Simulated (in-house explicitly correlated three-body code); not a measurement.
Values are calculated unless marked as measured or tabulated.
# Two electrons around a charge Z: functional-driven and density-driven errors

The exact non-relativistic ground state comes from a variational code in 260 exponentially correlated functions, the Kohn-Sham parts from inverting its density (past Z = 6 the correlation energy is taken as exact minus Hartree-Fock, equal to within microhartrees), and self-consistent runs (Hartree-Fock is restricted) from a B-spline radial code. Z may be fractional; the second electron is bound down to Z = 0.911.

The total error of a self-consistent run is the error on the exact density (functional-driven) plus the energy gained by relaxing to the functional's own density (density-driven, never positive). «Unbound» marks a run whose level isn't bound or that didn't converge.

| Z | M06-L functional (mEh) | M06-L density (mEh) | TPSS functional (mEh) | TPSS density (mEh) | LDA PW92 functional (mEh) | LDA PW92 density (mEh) |
| --- | --- | --- | --- | --- | --- | --- |
| 0.93 | +4.44 | unbound | -0.78 | unbound | +11.83 | unbound |
| 1.205 | ? | ? | ? | ? | ? | ? |
| 1.46 | -3.89 | -2.31 | -4.69 | -0.25 | +37.86 | -1.26 |
| 1.76 | -7.35 | -2.26 | -5.34 | -0.25 | +55.74 | -1.53 |
| 2.2 | -12.18 | -2.30 | -5.89 | -0.27 | +84.10 | -1.78 |
| 2.68 | -17.24 | -2.29 | -6.24 | -0.28 | +117.0 | -1.97 |
| 3.6 | ? | ? | ? | ? | ? | ? |
| 4.3 | -33.23 | -2.30 | -6.69 | -0.32 | +236.8 | -2.31 |
| 5.4 | -43.43 | -2.32 | -6.78 | -0.34 | +322.5 | -2.43 |
| 6.7 | -55.04 | -2.33 | -6.81 | -0.35 | +426.4 | -2.52 |

Q: What belongs in the row Z = 3.6?

A: M06-L functional (mEh): -26.49; M06-L density (mEh): -2.28; TPSS functional (mEh): -6.57; TPSS density (mEh): -0.31; LDA PW92 functional (mEh): +183.8; LDA PW92 density (mEh): -2.20.

Q: What belongs in the row Z = 1.205?

A: M06-L functional (mEh): -0.69; M06-L density (mEh): unbound; TPSS functional (mEh): -3.70; TPSS density (mEh): unbound; LDA PW92 functional (mEh): +24.06; LDA PW92 density (mEh): unbound.

Q: Which part of the error is larger?

A: M06-L: functional-driven -55.04, density-driven -2.33 mEh at Z = 6.7; TPSS: functional-driven -6.81, density-driven -0.35 mEh at Z = 6.7; LDA PW92: functional-driven +426.4, density-driven -2.52 mEh at Z = 6.7. The density-driven part is second order in the error of the density, so it stays small unless the second electron is loosely bound.
